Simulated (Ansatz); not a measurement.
Al(PH3)Cl3 (AlPH₃Cl₃), 8 atoms. Hardware: 2 threads of AMD EPYC 7R13 on a shared host.

Correlated methods freeze 25 core orbitals.

(1) How many basis functions does each of these Ansatz runs have, and roughly what does it cost? PBE0-D4/def2-TZVP, charge 0 triplet at the geometry of the charge 0 singlet, energy; PBE0-D4/def2-TZVP, charge 0 singlet, energy, from earlier orbitals; PBE-D4/def2-TZVP, charge 0 singlet, energy, from earlier orbitals; B3LYP-D4/def2-TZVP, charge 0 singlet, energy, from earlier orbitals; CAM-B3LYP-D4/def2-TZVP, charge 0 singlet, energy, from earlier orbitals; PBE-D4/def2-TZVPD, charge -1 doublet at the geometry of the charge 0 singlet, energy, from earlier orbitals; PBE0-D4/def2-TZVP, charge 1 doublet at the geometry of the charge 0 singlet, energy; MP2/def2-TZVP, charge 0 singlet, energy, from earlier orbitals; r2SCAN-D4/def2-TZVP, charge 0 triplet at the geometry of the charge 0 singlet, energy, from earlier orbitals; HF/STO-3G, charge 0 singlet, energy; RPA@PBE/def2-TZVP, charge 0 singlet, energy, from earlier orbitals; PBE-D4/def2-TZVP, charge 0 triplet at the geometry of the charge 0 singlet, energy, from earlier orbitals.

## Answers

(1) Other jobs shared the machine, so times can vary by a factor of up to 3. A dash marks memory too small to be measured apart from the calling script's.

| run | functions | fitting or Cholesky vectors | wall time | peak host memory (GiB) |
| --- | --- | --- | --- | --- |
| HF/STO-3G, charge 0 singlet, energy | 48 | 523 | 0.51 s | – |
| PBE-D4/def2-TZVP, charge 0 singlet, energy, from earlier orbitals | 203 | 1429 | 3.2 s | – |
| MP2/def2-TZVP, charge 0 singlet, energy, from earlier orbitals | 203 | 1230 | 4.6 s | – |
| RPA@PBE/def2-TZVP, charge 0 singlet, energy, from earlier orbitals | 203 | 1230 | 6 s | – |
| B3LYP-D4/def2-TZVP, charge 0 singlet, energy, from earlier orbitals | 203 | 1462 | 6 s | 0.71 |
| PBE0-D4/def2-TZVP, charge 0 singlet, energy, from earlier orbitals | 203 | 1497 | 6 s | 0.72 |
| CAM-B3LYP-D4/def2-TZVP, charge 0 singlet, energy, from earlier orbitals | 203 | 1462 | 7 s | 0.77 |
| PBE-D4/def2-TZVPD, charge -1 doublet at the geometry of the charge 0 singlet, energy, from earlier orbitals | 251 | 1532 | 11 s | 0.56 |
| PBE-D4/def2-TZVP, charge 0 triplet at the geometry of the charge 0 singlet, energy, from earlier orbitals | 203 | 1429 | 15 s | 0.64 |
| r2SCAN-D4/def2-TZVP, charge 0 triplet at the geometry of the charge 0 singlet, energy, from earlier orbitals | 203 | 1429 | 28 s | 0.71 |
| PBE0-D4/def2-TZVP, charge 0 triplet at the geometry of the charge 0 singlet, energy | 203 | 1497 | 29 s | 1.4 |
| PBE0-D4/def2-TZVP, charge 1 doublet at the geometry of the charge 0 singlet, energy | 203 | 1497 | 36 s | 1.4 |
